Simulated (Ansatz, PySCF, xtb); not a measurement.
Isomers of C4H9Br: 1 is CC(C)(C)Br, 2 is CC(C)CBr; one conformer of each (the lowest of an xTB search), B3LYP-D3(BJ)/def2-TZVP minima.
Isomer 1 (charge 0, multiplicity 1):
```xyz
14

C      1.4569     0.0883    -0.0251
C     -0.0338     0.0181    -0.3100
C     -0.7823     1.1992     0.2843
C     -0.6330    -1.3097     0.1213
Br    -0.2531     0.1356    -2.3188
H      1.6139     0.0271     1.0562
H      1.8844     1.0249    -0.3805
H      1.9893    -0.7373    -0.4955
H     -0.6849     1.1681     1.3739
H     -0.3741     2.1452    -0.0688
H     -1.8418     1.1630     0.0344
H     -0.5320    -1.4079     1.2065
H     -0.1184    -2.1475    -0.3474
H     -1.6912    -1.3672    -0.1304
```
Isomer 2 (charge 0, multiplicity 1):
```xyz
14

C     -0.3960    -1.2908     0.6558
C      0.1069     0.1258     0.3534
C      1.3473     0.0901    -0.5354
C     -1.0328     0.9150    -0.2704
Br    -0.6252     2.8378    -0.4817
H     -0.6877    -1.8067    -0.2627
H      0.3899    -1.8799     1.1311
H     -1.2585    -1.2777     1.3249
H      0.3672     0.6069     1.3008
H      1.7196     1.0935    -0.7395
H      1.1213    -0.3885    -1.4924
H      2.1459    -0.4793    -0.0575
H     -1.9273     0.8913     0.3453
H     -1.2706     0.5627    -1.2718
```

No zero-point or thermal terms.

Frozen-core correlation. Filled d and f shells under p-block atoms count as core. Rows in LANL2DZ carry no dispersion term and start afresh at each structure. LANL2DZ brings its own core potentials from Na on.

Programs: Ansatz (Gaussian orbitals); PySCF for LANL2DZ rows, the dispersion terms; xtb for the GFN methods. 

```json
[
 {"level": "GFN2-xTB", "electronic energy of isomer 2 less that of isomer 1 (eV)": "0.132"},
 {"level": "PBE-D3(BJ)/def2-TZVPP", "electronic energy of isomer 2 less that of isomer 1 (eV)": "0.144"},
 {"level": "BLYP-D4/def2-TZVPP", "electronic energy of isomer 2 less that of isomer 1 (eV)": "…"},
 {"level": "B3LYP/LANL2DZ", "electronic energy of isomer 2 less that of isomer 1 (eV)": "0.141"},
 {"level": "B3LYP/def2-TZVPP", "electronic energy of isomer 2 less that of isomer 1 (eV)": "0.110"},
 {"level": "PBE0-D4/def2-TZVPP", "electronic energy of isomer 2 less that of isomer 1 (eV)": "0.138"},
 {"level": "BHLYP/def2-TZVPP", "electronic energy of isomer 2 less that of isomer 1 (eV)": "0.108"},
 {"level": "B2PLYP-D4/def2-TZVPP", "electronic energy of isomer 2 less that of isomer 1 (eV)": "0.152"},
 {"level": "SCS-MP2/cc-pVTZ", "electronic energy of isomer 2 less that of isomer 1 (eV)": "0.154"}
]
```

**Question.** Complete the blanks.

**Answer.** 
- BLYP-D4/def2-TZVPP, electronic energy of isomer 2 less that of isomer 1 (eV): 0.163

Ansatz is a program for electronic structure.
